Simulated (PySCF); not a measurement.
C2H5BO3, SMILES OB1OCCO1.

The structure is a stationary point at PBE0-D3(BJ)/def2-SVP. A frequency run showed that this geometry is not a minimum. The values are those of a single conformer.

All values below come from TDDFT-PBE0/def2-SVPD (PySCF).

Vertical excitations. The molecule is in vacuum. State labels are in the subgroup Cs.

**Question.** Estimate the UV-visible absorptions. (The exact figures need the calculation; the answer reports its results.)

**Answer.** 
| state | symmetry | energy (eV) | λ (nm) | f | main pairs |
|---|---|---|---|---|---|
| S1 | A" | 6.91 | 179 | 0.000 | HOMO→LUMO 96 % |
| S2 | A" | 7.75 | 160 | 0.000 | HOMO→LUMO+1 96 % |
| S3 | A" | 7.86 | 158 | 0.008 | HOMO−1→LUMO 94 % |
| S4 | A" | 8.41 | 147 | 0.004 | HOMO→LUMO+2 87 % |
| S5 | A' | 8.45 | 147 | 0.024 | HOMO→LUMO+3 98 % |
| S6 | A' | 8.55 | 145 | 0.017 | HOMO−2→LUMO 94 % |
| S7 | A" | 8.57 | 145 | 0.013 | HOMO→LUMO+4 86 % |
| S8 | A" | 8.91 | 139 | 0.000 | HOMO−1→LUMO+1 83 % |
| S9 | A' | 8.95 | 139 | 0.048 | HOMO−3→LUMO 96 % |
| S10 | A' | 9.40 | 132 | 0.010 | HOMO−2→LUMO+1 92 % |
| T1 | A" | 6.76 | 183 | 0 | HOMO→LUMO 92 % |
| T2 | A" | 7.56 | 164 | 0 | HOMO→LUMO+1 91 % |
| T3 | A" | 7.66 | 162 | 0 | HOMO−1→LUMO 90 % |
| T4 | A' | 8.01 | 155 | 0 | HOMO→LUMO+3 82 %, HOMO→LUMO+6 13 % |
Triplets are in the Tamm–Dancoff approximation, which puts them higher than full response would, so one can lie above its singlet here.
